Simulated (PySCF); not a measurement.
Bonding in `[SiH3][SiH2][SiH2][SiH2]Cl`

Species: ClH₉Si₄.
Numbering: `[SiH3:1][SiH2:2][SiH2:3][SiH2:4][Cl:5]` (hydrogens: H6, H7, H8 on Si1; H9, H10 on Si2; H11, H12 on Si3; H13, H14 on Si4)

Geometry (GFN2-xTB, Å), atoms numbered from 1 in this order:
```
atom  x, y, z in Å
Si1    2.2376    0.9540    0.2860
Si2    1.1715   -1.0798   -0.0176
Si3   -0.9826   -0.9249   -0.8977
Si4   -2.4028    0.5113    0.2371
Cl5   -1.6916    0.7202    2.1397
H6     2.3466    1.6742   -0.9873
H7     3.5965    0.8517    0.8225
H8     1.4853    1.8176    1.1966
H9     1.0897   -1.8150    1.2548
H10    1.9865   -1.9719   -0.8607
H11   -1.6394   -2.2386   -1.0045
H12   -0.9457   -0.4660   -2.2970
H13   -2.4569    1.8753   -0.2929
H14   -3.7955    0.0914    0.3988
```

Bond orders from the PBE0/pcSseg-1 density (PySCF). Geometry: GFN2-xTB, one conformer, isolated molecule.

Q: How far do the computed orders between heavy atoms stray from the drawn ones?

A: The largest departure is 0.132, at Si3–Si4 (drawn single, 0.868). Drawn single, order below 0.88: Si3–Si4 (0.868).

Q: Set the Mayer orders of the bonds beside their lengths.

A: 
```json
{"bond": "Si1–Si2", "drawn as": "single", "length (Å)": "2.316", "Mayer order": "0.900"}
{"bond": "Si2–Si3", "drawn as": "single", "length (Å)": "2.332", "Mayer order": "0.886"}
{"bond": "Si3–Si4", "drawn as": "single", "length (Å)": "2.317", "Mayer order": "0.868"}
{"bond": "Si4–Cl5", "drawn as": "single", "length (Å)": "2.042", "Mayer order": "0.919"}
{"bond": "Si1–H6", "drawn as": "single", "length (Å)": "1.467", "Mayer order": "0.926"}
{"bond": "Si1–H7", "drawn as": "single", "length (Å)": "1.465", "Mayer order": "0.937"}
{"bond": "Si1–H8", "drawn as": "single", "length (Å)": "1.463", "Mayer order": "0.932"}
{"bond": "Si2–H9", "drawn as": "single", "length (Å)": "1.472", "Mayer order": "0.920"}
{"bond": "Si2–H10", "drawn as": "single", "length (Å)": "1.473", "Mayer order": "0.924"}
{"bond": "Si3–H11", "drawn as": "single", "length (Å)": "1.473", "Mayer order": "0.932"}
{"bond": "Si3–H12", "drawn as": "single", "length (Å)": "1.473", "Mayer order": "0.917"}
{"bond": "Si4–H13", "drawn as": "single", "length (Å)": "1.464", "Mayer order": "0.926"}
{"bond": "Si4–H14", "drawn as": "single", "length (Å)": "1.464", "Mayer order": "0.930"}
```

Bonds between the same two heavy elements. Si–Si: lowest Si3–Si4 (0.868, 2.317 Å), highest Si1–Si2 (0.900, 2.316 Å).

Q: Sum the orders of all bonds at each heavy atom with more than one neighbour and set the sums beside the valence in the SMILES.

A: Si1 3.695 (drawn 4), Si2 3.630 (drawn 4), Si3 3.603 (drawn 4), Si4 3.643 (drawn 4). Orders between atoms that aren't bonded are not in these sums.

For a closed shell the Mayer order of atoms A and B is Σ (PS)μν (PS)νμ over the basis functions μ on A and ν on B, with P the density and S the overlap matrix.

The run behind these numbers computed NMR shieldings as well. Hardware: an Arm Neoverse V1 with one thread (shared host). Cost: 18 s, 0.80 GiB resident at most.
